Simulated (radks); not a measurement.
Task: These are the eigenvalues of the occupied orbitals of an atom or ion with whole-number occupations (hartree). All-electron calculation, non-relativistic Kohn-Sham, LB94 model potential, spin-polarised, spherical densities, point nucleus. Program: a radial shooting solver on a logarithmic mesh with Libxc functionals.

1s down: -403.9936
1s up: -403.7503
2s up: -88.43207
2s down: -87.42187
2p up: -85.35352

Which element is it, and in what charge state? The configuration may be excited. Open shells, if any, are filled with parallel spins first.

Result: Z = 30, zinc, charge +24: Zn24+ in [He] 2s2 2p2. The list shows which subshells hold electrons but not how many an open one holds; the 1s level, -403.99 hartree, gives Z - s = 28.4 by -(Z - s)^2/2, which with screening narrows Z to a few neighbours, and the depths of the outer levels then fix element, charge and occupations together.
